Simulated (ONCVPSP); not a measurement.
# What the settings do to the ONCV potential of manganese (Mn)

Base potential:

Mn (Z = 25), optimised norm-conserving Vanderbilt (ONCV), made with ONCVPSP 4.0.1 (LDA (Perdew-Wang 92), scalar-relativistic). Core [Ne], reference 3s2 3p6 3d5 4s2. Waves: 3s+4s: rc 1.70 bohr, ncon 4, nbas 8, qcut 7.4 1/bohr, 3 projectors, debl 3.7 Ha; 3p: rc 1.10 bohr, ncon 4, nbas 8, qcut 9.7 1/bohr, 1 projector; 3d: rc 1.00 bohr, ncon 5, nbas 9, qcut 10.7 1/bohr, 2 projectors, debl 1.3 Ha. Local part: polynomial inside 0.70 bohr (lpopt 5, dvloc0 0 Ha). Core correction: Teter function, fcfact 4.5, rcfact 1.45.

Cutoffs, loose and tight: the cutoffs (Ha) at which the residual kinetic energy of the hardest occupied pseudo-wave falls to 1 and 0.1 mHa per electron. They do not see the model core or the augmentation charge, which bear on the density cutoff. Test errors are all-electron minus pseudo excitation energies from the reference, over the configurations 3s2 3p6 3d5 4s1; 3s2 3p6 3d5 4s0; 3s2 3p6 3d4 4s0; 3s2 3p6 3d5 4s0 4p2. A dash means not determined; rows that change the core or the reference have their own tests.

| change | outcome | cutoff, loose | cutoff, tight | bound ghosts | GHOST(+) flags above zero | largest test error (meV) |
| --- | --- | --- | --- | --- | --- | --- |
| base | generated | 249 Ha | 298 Ha | none | s | +40 |
| p: rc 0.8 | generated | 249 Ha | 298 Ha | none | s | +28 |
| p: rc 0.98 | generated | 249 Ha | 298 Ha | none | s | +34 |
| p: rc 1.06 | generated | 249 Ha | 298 Ha | none | s | +38 |
| p: rc 1.26 | generated | 249 Ha | 298 Ha | none | s | +45 |
| p: rc 1.4 | generated | 249 Ha | 298 Ha | none | s | +44 |
| p: rc 1.58 | generated | 249 Ha | 298 Ha | none | s | +31 |

Reading the sweep of the p radius (base included, trends over the rows without a ghost): The loose cutoff stays near 249 Ha. The median size of the test errors (rows with all tests solved) stays near 2.2 meV.
